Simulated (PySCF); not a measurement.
C2H6N2OSi. Atoms are numbered in the order given.

```xyz
12

C     -1.8610    -1.2204     0.1427
Si    -0.7992     0.1480    -0.5557
N     -1.4278     1.6765    -0.0659
N      0.8318    -0.1492    -0.0062
C      1.9583    -0.3012     0.3710
O      3.0621    -0.4537     0.7434
H     -1.8781    -1.1740     1.2441
H     -1.4643    -2.2071    -0.1432
H     -2.8965    -1.1378    -0.2228
H     -0.7347     0.1485    -2.0394
H     -1.0768     2.5296    -0.4912
H     -1.6701     1.8377     0.9076
```

Coordinates come from a B3LYP-D3(BJ)/def2-SVP optimisation. The structure was generated by enumeration; whether it is a known compound was not checked. Other conformers were not sampled.

Computed with PySCF with B3LYP/def2-TZVP.

Isolated molecule, no solvent.

```json
{
 "total_energy": "-554.28584 hartree",
 "highest_occupied_level": "-7.57 eV",
 "lowest_empty_level": "0.16 eV",
 "orbital_gap": "7.73 eV",
 "dipole_moment": "2.72 D",
 "quadrupole, principal values (traceless, Buckingham form, about the centre of nuclear charge)": "-14.35, 5.03, 9.32 D·Å",
 "mean_static_polarisability": "65.0 bohr³ (9.63 Å³)",
 "polarisability_principal_values": "51.8, 57.1, 86.2 bohr³"
}
```
